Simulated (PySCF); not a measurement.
SMILES CCc1ccc(N)cc1 (C8H11N), GFN2-xTB optimised geometry.

```
20

C      1.76    -2.88     1.49
C      1.50    -2.46     0.04
C      0.72    -1.17     0.00
C     -0.67    -1.17     0.00
C     -1.38     0.01     0.00
C     -0.72     1.24     0.01
N     -1.43     2.42     0.08
C      0.68     1.24     0.01
C      1.38     0.05     0.01
H      0.82    -3.02     2.02
H      2.32    -3.82     1.52
H      2.34    -2.12     2.01
H      2.45    -2.34    -0.48
H      0.93    -3.25    -0.46
H     -1.20    -2.11    -0.01
H     -2.46    -0.01     0.00
H     -2.39     2.38    -0.22
H     -0.94     3.25    -0.22
H      1.20     2.18     0.01
H      2.46     0.08     0.00
```

Density from PBE0/def2-SVP (PySCF) at that geometry.

Minimum of the electron density along straight lines between bonded atoms, close to the bond critical point (lines longer than 1.1 times the sum of covalent radii, or with two minima, are not listed):

| bond | length / Å | ρ at the minimum / e bohr⁻³ | ∇²ρ there / e bohr⁻⁵ | position (fraction from the first atom) |
|---|---|---|---|---|
| C1–C2 | 1.530 | 0.240 | -0.54 | 0.50 |
| C2–C3 | 1.503 | 0.255 | -0.60 | 0.49 |
| C3–C4 | 1.389 | 0.309 | -0.78 | 0.50 |
| C4–C5 | 1.380 | 0.313 | -0.80 | 0.50 |
| C5–C6 | 1.394 | 0.308 | -0.78 | 0.49 |
| C6–N7 | 1.384 | 0.305 | -0.95 | 0.36 |
| C6–C8 | 1.394 | 0.308 | -0.78 | 0.51 |
| C3–C9 | 1.389 | 0.309 | -0.78 | 0.50 |
| C8–C9 | 1.380 | 0.312 | -0.80 | 0.50 |
| C1–H10 | 1.088 | 0.277 | -1.01 | 0.62 |
| C1–H11 | 1.088 | 0.276 | -1.00 | 0.62 |
| C1–H12 | 1.088 | 0.277 | -1.01 | 0.62 |
| C2–H13 | 1.092 | 0.276 | -0.99 | 0.62 |
| C2–H14 | 1.092 | 0.276 | -0.99 | 0.62 |
| C4–H15 | 1.081 | 0.282 | -1.06 | 0.63 |
| C5–H16 | 1.081 | 0.280 | -1.04 | 0.62 |
| N7–H17 | 1.008 | 0.337 | -1.58 | 0.77 |
| N7–H18 | 1.008 | 0.337 | -1.58 | 0.77 |
| C8–H19 | 1.081 | 0.280 | -1.04 | 0.62 |
| C9–H20 | 1.081 | 0.282 | -1.06 | 0.63 |
